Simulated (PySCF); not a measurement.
## `[H]/N=C/C[C@@H]1C[C@]12C[SiH2]2`, C$_{6}$H$_{11}$NSi

Molfile (atoms numbered from 1):
```
C6H11NSi
     RDKit          3D

 19 20  0  0  0  0  0  0  0  0999 V2000
   -3.2698    0.3571    1.2966 N   0  0  0  0  0  0  0  0  0  0  0  0
   -2.0887   -0.0032    1.0807 C   0  0  0  0  0  0  0  0  0  0  0  0
   -1.5048    0.0742   -0.2906 C   0  0  0  0  0  0  0  0  0  0  0  0
   -0.1970    0.8384   -0.2673 C   0  0  2  0  0  0  0  0  0  0  0  0
    0.7889    0.6693   -1.3929 C   0  0  0  0  0  0  0  0  0  0  0  0
    1.0875    0.1163   -0.0422 C   0  0  2  0  0  0  0  0  0  0  0  0
    1.3312   -1.3329    0.3495 C   0  0  0  0  0  0  0  0  0  0  0  0
    2.4760   -0.0718    1.1832 Si  0  0  0  0  0  4  0  0  0  0  0  0
   -3.5888    0.2779    2.2602 H   0  0  0  0  0  0  0  0  0  0  0  0
   -1.3959   -0.3789    1.8491 H   0  0  0  0  0  0  0  0  0  0  0  0
   -2.2264    0.5508   -0.9570 H   0  0  0  0  0  0  0  0  0  0  0  0
   -1.3150   -0.9424   -0.6460 H   0  0  0  0  0  0  0  0  0  0  0  0
   -0.2923    1.8349    0.1524 H   0  0  0  0  0  0  0  0  0  0  0  0
    1.3297    1.5381   -1.7412 H   0  0  0  0  0  0  0  0  0  0  0  0
    0.5406   -0.0289   -2.1811 H   0  0  0  0  0  0  0  0  0  0  0  0
    0.5488   -1.8215    0.9169 H   0  0  0  0  0  0  0  0  0  0  0  0
    1.7063   -1.9797   -0.4340 H   0  0  0  0  0  0  0  0  0  0  0  0
    3.8466    0.0459    0.7206 H   0  0  0  0  0  0  0  0  0  0  0  0
    2.2134    0.2658    2.5715 H   0  0  0  0  0  0  0  0  0  0  0  0
  9  1  1  0
  1  2  2  0
  2  3  1  0
  3  4  1  0
  4  5  1  0
  6  5  1  6
  6  7  1  0
  7  8  1  0
  6  4  1  0
  8  6  1  0
  2 10  1  0
  3 11  1  0
  3 12  1  0
  4 13  1  1
  5 14  1  0
  5 15  1  0
  7 16  1  0
  7 17  1  0
  8 18  1  0
  8 19  1  0
M  END
```

Computed, not measured: TDDFT wB97X-D/def2-SVPD circular dichroism and optical rotation, one conformer, gas phase in PySCF 2.14.0. Geometry: GFN2-xTB.

The molecule is flexible and this is one conformer; a measurement averages over conformers.

Stereocentres: C4 R, C6 R.

(1) Give the optical rotatory dispersion at 633, 589.3, 546, 436, 405, 365, 355 nm.

(2) And for the mirror image at 589.3 nm?

(3) What is the molar rotation [Φ] = [α]·M/100 of the geometry above at 589.3 nm?

Results:

(1) [α] in deg dm⁻¹ (g/mL)⁻¹:
| λ (nm) | origin-invariant length gauge | modified velocity gauge | length gauge (centre of mass) | isotropic polarisability (au) |
| --- | --- | --- | --- | --- |
| 633 | +229.6 | +221.1 | +232.9 | 107.3 |
| 589.3 | +270.5 | +260.6 | +274.3 | 107.8 |
| 546 | +323.6 | +311.8 | +328.1 | 108.4 |
| 436 | +568.7 | +549.1 | +576.8 | 111.1 |
| 405 | +696.4 | +672.9 | +706.3 | 112.3 |
| 365 | +949.0 | +918.5 | +962.5 | 114.5 |
| 355 | +1037.4 | +1004.6 | +1052.2 | 115.2 |

(2) -270.5 deg dm⁻¹ (g/mL)⁻¹ (origin-invariant length gauge): the same size and the opposite sign.

(3) With M = 125.25 g/mol, +338.8 deg cm² dmol⁻¹ (origin-invariant length gauge).

The first excitation lies at 5.28 eV (235 nm) with R = +14.8 × 10⁻⁴⁰ esu² cm² (velocity form).
